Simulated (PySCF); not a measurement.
**Relaxation of singlet H₂PtO**

These are results of PBE0/[Pt def2-TZVP with ECP60, O def2-TZVP, H def2-TZVP], scalar-relativistic core potentials, density fitting, no spin–orbit coupling, PySCF, not measurements. A (50,194) grid was used.

A start displaced from a saddle point along its imaginary mode, of Cs symmetry, held to at least that symmetry:

```xyz
4
charge 0 multiplicity 1, angstrom
Pt    0.0608    0.1054    0.0018
O    -0.7938   -1.3748   -0.0063
H     1.6358    0.0150   -0.1200
H    -0.8049    1.4241   -0.1200
```

Optimiser trace:
```tsv
step	E − E(last) (kJ/mol)	largest gradient (Eh/bohr)
0	54.19	0.00888
1	37.38	0.01603
2	35.33	0.02304
3	23.49	0.01665
4	7.98	0.00875
5	0.72	0.00679
6	0.23	0.00485
7	0.01	0.00052
8	0.00	0.00015
9	0.00	0.00001
```

It ends at Cs with Pt–H 1.539 Å (×2), Pt–O 1.737 Å; H–Pt–H 84.6°, H–Pt–O 118.1° (×2) (after a last refinement on a finer grid). A frequency run shows a minimum.

Spin–orbit coupling, left out here, can matter for elements this heavy.

The relaxation took 12 s on 2 threads of a shared AMD EPYC 9R45 96-Core (Zen 5) host, with 83 basis functions and 11 gradients; the process peaked at 0.98 GiB. Launch command: `OMP_NUM_THREADS=2 python axn.py task.json out`.
